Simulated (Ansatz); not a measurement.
Ansatz (an electronic-structure program) input (B3LYP-D3(BJ)/def2-TZVP):

Ansatz 0.2 input:
```yaml
crystal:
  periodic: [false, false, false]
  atoms:
    - {symbol: Zn, position_ang: [-0.01382775, 0.00794026, -0.01439793]}
    - {symbol: Br, position_ang: [-0.21344604, 1.86271444, -1.48695197]}
    - {symbol: Br, position_ang: [0.24009921, -1.82058143, 1.48238869]}
basis:
  gaussian:
    orbitals: def2-TZVP
hamiltonian:
  xc: b3lyp
  dispersion: d3bj
total_charge: 1
magnetization: {spin_polarized: true, initial_magnetization: 1}
relax: {f_tol: 0.002, max_steps: 150}
```

Output:

```
Functional definition: B3LYP
integrals: 0.10 GiB planned
1124 factors; integrals over basis functions are off by at most 1.6e-4 eV
mean field: 1.56 GiB planned
mean field evaluation 1: about -188504.5428 eV, gradient 3.1e1 eV
mean field evaluation 2: about -188497.5906 eV, gradient 6.6e1 eV
mean field evaluation 4: about -188507.9734 eV, gradient 2.2e0 eV
mean field evaluation 8: about -188507.9819 eV, gradient 1.3e-1 eV
mean field evaluation 16: about -188508.0449 eV, gradient 3.1e-5 eV
mean field evaluation 32: about -188508.0438 eV, gradient 4.0e-1 eV
mean field evaluation 64: about -188508.0442 eV, gradient 1.2e-1 eV
mean field evaluation 96: about -188507.9128 eV, gradient 4.5e0 eV
mean field -188508.04490444 eV, -6927.5428748960 hartree, gradient 1.5e-10 eV, S^2 0.755466; 12 other end points of the search recorded, 0 dependent functions left out
the calculation of the forces begins
reference -188508.04513305 eV, -6927.5428832975 hartree; 50, 49 occupied and 94, 95 virtual orbitals, 1124 factors
relax step   1: F+E_penalty+E_count = -188508.19174763 eV  Δ(F+E_penalty+E_count) = +0.000e0 eV  max|allowed force component| = 7.417e-1 eV/Å  Δτ_max = 0.0000 Å  (592 SCF iters, accepted)
these checks for a lower state are left out or cut short: starts, cluster_reference, orbital_swaps, neighbouring_geometries, increment
integrals: 0.10 GiB planned
1124 factors; integrals over basis functions are off by at most 1.8e-4 eV
mean field: 1.55 GiB planned
mean field evaluation 128: about -188508.1463 eV, gradient 2.7e-1 eV
mean field -188508.14697231 eV, -6927.5466258212 hartree, gradient 8.7e-6 eV, S^2 0.755515; 1 other end points of the search recorded, 0 dependent functions left out
the calculation of the forces begins
reference -188508.14719814 eV, -6927.5466341201 hartree; 50, 49 occupied and 94, 95 virtual orbitals, 1124 factors
relax step   2: F+E_penalty+E_count = -188508.29866979 eV  Δ(F+E_penalty+E_count) = -1.069e-1 eV  max|allowed force component| = 1.094e-1 eV/Å  Δτ_max = 0.0937 Å  (137 SCF iters, accepted)
these checks for a lower state are left out or cut short: starts, cluster_reference, orbital_swaps, neighbouring_geometries, increment
integrals: 0.10 GiB planned
1124 factors; integrals over basis functions are off by at most 1.9e-4 eV
mean field: 1.55 GiB planned
mean field -188508.14803084 eV, -6927.5466647215 hartree, gradient 8.4e-6 eV, S^2 0.755521; 1 other end points of the search recorded, 0 dependent functions left out
the calculation of the forces begins
reference -188508.14825625 eV, -6927.5466730052 hartree; 50, 49 occupied and 94, 95 virtual orbitals, 1124 factors
relax step   3: F+E_penalty+E_count = -188508.30048681 eV  Δ(F+E_penalty+E_count) = -1.817e-3 eV  max|allowed force component| = 9.917e-3 eV/Å  Δτ_max = 0.0137 Å  (139 SCF iters, accepted)
these checks for a lower state are left out or cut short: starts, cluster_reference, orbital_swaps, neighbouring_geometries, increment
integrals: 0.10 GiB planned
1124 factors; integrals over basis functions are off by at most 1.9e-4 eV
mean field: 1.56 GiB planned
mean field evaluation 160: about -188508.0752 eV, gradient 2.7e-3 eV
mean field -188508.14819219 eV, -6927.5466706508 hartree, gradient 6.8e-6 eV, S^2 0.755521; 1 other end points of the search recorded, 0 dependent functions left out
the calculation of the forces begins
reference -188508.14841763 eV, -6927.5466789357 hartree; 50, 49 occupied and 94, 95 virtual orbitals, 1124 factors
relax step   4: F+E_penalty+E_count = -188508.30058211 eV  Δ(F+E_penalty+E_count) = -9.530e-5 eV  max|allowed force component| = 1.967e-3 eV/Å  Δτ_max = 0.0104 Å  (217 SCF iters, accepted)
integrals: 0.10 GiB planned
1124 factors; integrals over basis functions are off by at most 1.9e-4 eV
mean field: 1.56 GiB planned
mean field evaluation 192: about -188508.0747 eV, gradient 2.6e-1 eV
mean field evaluation 224: about -188508.1482 eV, gradient 7.1e-6 eV
mean field evaluation 256: about -188507.8177 eV, gradient 5.8e-4 eV
mean field evaluation 288: about -188507.9785 eV, gradient 2.0e0 eV
mean field -188508.14819219 eV, -6927.5466706508 hartree, gradient 6.8e-6 eV, S^2 0.755521; 11 other end points of the search recorded, 0 dependent functions left out
the calculation of the forces begins
reference -188508.14841763 eV, -6927.5466789357 hartree; 50, 49 occupied and 94, 95 virtual orbitals, 1124 factors
Total energy: -188508.30080755 eV, -6927.5522791621 hartree
Atom 0 at     0.003364     0.016251    -0.006727 Å, force     0.000812     0.000392     0.000363 eV/Å
Atom 1 at    -0.211921     1.776369    -1.424529 Å, force    -0.000188    -0.001967     0.001246 eV/Å
Atom 2 at     0.221383    -1.742547     1.412295 Å, force    -0.000624     0.001575    -0.001609 eV/Å
Dipole moment:    -0.000608    -0.000294    -0.000272 e Å
```

The spin state was set by rule; other spins were not relaxed.
